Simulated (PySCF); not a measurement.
C3H5FOSi, SMILES C#C[Si@H](O)CF.

Geometry optimised at PBE0-D3(BJ)/def2-SVP. The structure was generated by enumeration; whether it is a known compound was not checked. One conformer was computed; it need not be the lowest.

Computed with TDA-B3LYP/def2-SVPD run with PySCF.

Vertical excitations. Gas-phase values at a fixed geometry.

### Question
Give excitation energies, oscillator strengths and character. (The exact figures need the calculation; the answer reports its results.)

### Answer

| state | energy (eV) | λ (nm) | f | main pairs |
|---|---|---|---|---|
| S1 | 5.69 | 218 | 0.002 | HOMO→LUMO 84 % |
| S2 | 6.05 | 205 | 0.004 | HOMO−1→LUMO 53 %, HOMO→LUMO+1 31 % |
| S3 | 6.25 | 198 | 0.003 | HOMO−1→LUMO+1 82 % |
| S4 | 6.67 | 186 | 0.010 | HOMO−2→LUMO 85 % |
| S5 | 7.17 | 173 | 0.005 | HOMO−3→LUMO 96 % |
| S6 | 7.30 | 170 | 0.181 | HOMO−2→LUMO+1 43 %, HOMO→LUMO+1 34 %, HOMO−1→LUMO 9 %, HOMO→LUMO+2 8 % |
| S7 | 7.46 | 166 | 0.024 | HOMO→LUMO+2 81 % |
| S8 | 7.56 | 164 | 0.067 | HOMO−1→LUMO+2 58 %, HOMO−2→LUMO+1 19 %, HOMO−1→LUMO 10 % |
| S9 | 7.77 | 159 | 0.002 | HOMO−4→LUMO 95 % |
| S10 | 7.88 | 157 | 0.012 | HOMO−3→LUMO+1 93 % |
| T1 | 4.85 | 256 | 0 | HOMO−1→LUMO 47 %, HOMO→LUMO+1 22 % |
| T2 | 5.21 | 238 | 0 | HOMO→LUMO 56 %, HOMO−1→LUMO+1 16 %, HOMO−1→LUMO 9 % |
| T3 | 5.30 | 234 | 0 | HOMO→LUMO+1 47 %, HOMO−1→LUMO 24 %, HOMO−2→LUMO+1 9 %, HOMO−1→LUMO+1 8 % |
| T4 | 5.92 | 209 | 0 | HOMO−1→LUMO+1 62 %, HOMO→LUMO 24 % |
Triplets are in the Tamm–Dancoff approximation.
